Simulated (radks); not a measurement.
Initial-state core-level shifts of the hafnium ion Hf3+ when its valence configuration changes from [Xe] 4f14 5d1. Method: Dirac Kohn-Sham, PBE, spin-unpolarised, spherical densities, point nucleus; open shells fill j = l - 1/2 first; computed with a radial shooting solver on a logarithmic mesh with Libxc functionals. Shifts are changes of the shell-averaged eigenvalues in eV (positive: less bound).

[
 {"valence": "4f14 6p1", "1s": "-4.439", "3s": "-4.486", "5s": "-4.404", "5p": "-4.105"},
 {"valence": "4f13 5d1 6p1", "1s": "-13.141", "3s": "-15.071", "5s": "-8.949", "5p": "-7.743"},
 {"valence": "4f12 5d3", "1s": "-17.731", "3s": "-21.731", "5s": "-8.912", "5p": "-7.077"},
 {"valence": "4f13 5d1 6s1", "1s": "-12.060", "3s": "-13.989", "5s": "-7.886", "5p": "-6.719"},
 {"valence": "4f13 5d2", "1s": "-8.546", "3s": "-10.410", "5s": "-4.474", "5p": "-3.568"},
 {"valence": "4f14 6s1", "1s": "-3.335", "3s": "-3.385", "5s": "-3.313", "5p": "-3.058"},
 {"valence": "4f13 5d1 6s0.5 6p0.5", "1s": "-12.602", "3s": "-14.532", "5s": "-8.419", "5p": "-7.233"},
 {"valence": "4f13 6s1 6p1", "1s": "-16.824", "3s": "-18.813", "5s": "-12.448", "5p": "-10.947"},
 {"valence": "4f12 5d1 6s2", "1s": "-25.275", "3s": "-29.420", "5s": "-16.028", "5p": "-13.636"}
]
